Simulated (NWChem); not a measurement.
AlH4 anion; SMILES [AlH4-]

All runs: NWChem. Pople sets run with spherical d functions. Sets without diffuse functions describe the anion's extra electron poorly. Each level has its own optimisation; frequencies are unscaled.

| level | r Al–H (Å) | highest harmonic frequency (cm⁻¹) | lowest (cm⁻¹) | zero-point energy (kcal/mol) |
|---|---|---|---|---|
| B3LYP/3-21G | 1.660 | 1728 | 754 | 15.1 |
| Hartree-Fock/3-21G | 1.664 | 1783 | 813 | 15.8 |
| Hartree-Fock/6-31G* | 1.651 | 1801 | 814 | 15.8 |
| BLYP/def2-SVP | 1.655 | 1685 | 756 | 14.8 |
| B3LYP/def2-SVPD | 1.643 | 1747 | 770 | 15.2 |
